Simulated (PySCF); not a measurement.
C5H8FO2 (doublet state).
Cartesian coordinates in Å at the GFN2-xTB level; atoms count from 1:
```xyz
16
C5H8FO2 angstrom
C      1.7632    0.4738   -0.1047
C      1.2148   -0.7753    0.5606
F      1.8905   -1.8803    0.0823
C     -0.3032   -1.0057    0.3252
O     -0.7292   -0.5473   -0.9261
C     -1.4317    0.6114   -0.7302
C     -1.7223    0.7537    0.7239
O     -1.0624   -0.3586    1.3125
H      1.2786    1.3548    0.3054
H      2.8336    0.5368    0.0737
H      1.5849    0.4294   -1.1763
H      1.3775   -0.7639    1.6457
H     -0.4844   -2.0910    0.3799
H     -2.0947    0.8845   -1.5277
H     -1.3281    1.6891    1.1508
H     -2.7947    0.6975    0.9636
```

The hyperfine couplings belong to this conformer and change with its torsions.

As a line formula: `C[C@H](F)[C@@H]1O[CH]CO1` [radical].

Method: PySCF 2.14.0, UKS B3LYP, pcH-1 on C F H O, non-relativistic, mean-field spin-orbit, GIAO. The structure is a single GFN2-xTB conformer in the gas phase; no vibrational or solvent corrections. A GFN2-xTB geometry isn't a minimum of the functional, and hyperfine couplings can be far from their values at a DFT geometry. The SCF solution wasn't tested for stability.

Q: Match the computed a_iso(13C) values +178.4, -13.9, +7.0, -3.8 MHz with the sites C2; C4; C6; C7.

A: 
| site | a_iso (MHz) | ρ(0) (bohr⁻³) | position | distance from C6 (Å) | spin population | largest \|T\| (MHz) |
| --- | --- | --- | --- | --- | --- | --- |
| C2 | +7.0 | +0.0062 | 3 bonds from C6 | 3.25 | +0.01 | 2.0 |
| C4 | -3.8 | -0.0034 | 2 bonds from C6 | 2.24 | -0.01 | 2.6 |
| C6 | +178.4 | +0.1587 | largest spin population | 0.00 | +0.88 | 150.1 |
| C7 | -13.9 | -0.0124 | 1 bond from C6 | 1.49 | -0.06 | 3.8 |

Q: Match the computed a_iso(17O) values -24.8, +1.4 MHz with the sites O5; O8.

A: 
```csv
site,a_iso (MHz),ρ(0) (bohr⁻³),position,distance from C6 (Å),spin population,largest |T| (MHz)
O5,-24.8,+0.0409,1 bond from C6,1.37,+0.13,69.2
O8,+1.4,-0.0022,2 bonds from C6,2.29,0.00,1.4
```

ρ(0) is the spin density at the nucleus and T the dipolar tensor; entries for several nuclei are means. The largest Mulliken spin populations are on C6 (+0.88), O5 (+0.13) and C7 (-0.06). C6 is the only atom above +0.15. The angles at C6 add up to 349.5°, so it is slightly pyramidal.

The spin density at the nucleus, in bohr⁻³, is negative for C7 (-0.0124), H14 (-0.0038) and C4 (-0.0034), for instance. A restricted open-shell determinant has no negative spin density anywhere; here it arises because α and β orbitals differ (spin polarisation).

Class means assume fast exchange of nuclei equivalent by connectivity; if that motion is slow, each nucleus keeps its own coupling.
